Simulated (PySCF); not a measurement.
H₃S, SMILES [SH3+], charge +1. Coordinates come from a B3LYP-D3(BJ)/def2-TZVPD optimisation. The isomer is the one that the SMILES or the coordinates give; other isomers of the formula were not compared.

Level of theory: B3LYP-D3(BJ)/def2-TZVPD in PySCF.

Harmonic wavenumbers (cm⁻¹): 1064, 1218, 1218, 2592, 2595, 2595. Rotational constants (GHz): 146.7, 146.7, 126.6; symmetry number 3.

**Question.** Work out the zero-point energy and the ideal-gas rigid-rotor harmonic-oscillator thermochemistry at 298.15 K and 1 atm.

**Answer.** ZPE = ½ Σ hcν = ½ × 11281 cm⁻¹ = 16.13 kcal/mol. H − E(el) = 18.54 kcal/mol. Entropy in cal/(mol K): translation 36.60, rotation 13.25, vibration 0.15, total 49.99. G − E(el) = 3.63 kcal/mol. Cp = 8.65 cal/(mol K).
